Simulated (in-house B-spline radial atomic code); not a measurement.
OEP/ALDAx excitations of Mg²⁺

Method: OEP/ALDAx. Computed with an all-electron radial atomic-structure program (B-spline basis): linear response of the closed shell [He] 2s2 2p6 with the adiabatic LDA exchange kernel on the exchange-only optimised effective potential; non-relativistic, point nucleus, no spin-orbit coupling, no double excitations, S, P, D and F terms only. Only terms of natural parity with L up to 3 were computed.

Command:
```bash
python run_td.py task.json out
```
Settings (radii: box in bohr, nucleus in fm):
```
Z                        12
electrons                10
configuration            [He] 2s2 2p6
hamiltonian              nr
method                   oep
box_radius               29.48
intervals                72
```

Run time, properties included: 0.3 s on 1 thread of Arm Neoverse N1 (shared host).

The lowest states, in the order of their Tamm-Dancoff energies; the method's threshold (minus the highest occupied level) is 81.82 eV. Labels give the largest channel, * marks a mixed state, and oscillator strengths are full-response dipole values. Semilocal kernels can invert the small singlet-triplet splittings of Rydberg terms. Energies in eV:

```csv
state,full response,Tamm-Dancoff,oscillator strength
2p → 3s 3P,53.32,53.34,-
2p → 3s 1P,54.09,54.11,0.218
2p → 3p 3S,58.72,58.76,-
2p → 3p 3D,59.54,59.55,-
2p → 3p 1D,?,?,-
2p → 3p 1S,?,?,-
2p → 3d 3P,66.53,66.54,-
2p → 3d 3F,66.70,66.70,-
2p → 3d 1F,66.88,66.88,-
2p → 3d 1P,67.40,67.43,0.54
2p → 4s 3P,69.08,69.08,-
2p → 4s 1P,69.28,69.28,0.0364
2p → 4p 3S,70.87,70.88,-
2p → 4p 3D,71.09,71.09,-
2p → 4p 1D,71.24,71.24,-
2p → 4p 1S,72.08,72.18,-
```

Q: Where does 2p → 3p 1D lie?

A: At 60.05 eV in full response, 60.05 eV in Tamm-Dancoff.

Q: Where does 2p → 3p 1S lie?

A: At 62.61 eV in full response, 62.91 eV in Tamm-Dancoff.

Q: How large is the singlet-triplet splitting of 2p → 3s (P terms) in Tamm-Dancoff?

A: 0.777 eV, from the unrounded values.

Q: What polarisabilities and dispersion coefficient does the method give?

A: Dipole 0.4751 bohr³, quadrupole 0.5254 bohr⁵, C6 0.5665 hartree·bohr⁶ for two such species.
